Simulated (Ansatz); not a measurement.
Harmonic frequencies (cm⁻¹) at PBE0-D4/def2-TZVP from Ansatz: 60, 106, 176, 266, 307, 397, 433, 459, 522, 578, 699, 705, 820, 835, 932, 1020, 1047, 1108, 1221, 1277, 1487, 1922, 2608, 2691, 3116, 3199, 3736.

Each molecule was computed in one conformer, which needn't be the lowest.

(1) Which molecule is it?
A. `SC1N[SiH2]1`
B. `OC[BH][AlH][SH]`
C. `BC(=C)S`
D. `CSC(=O)O`

Answers

(1) B.
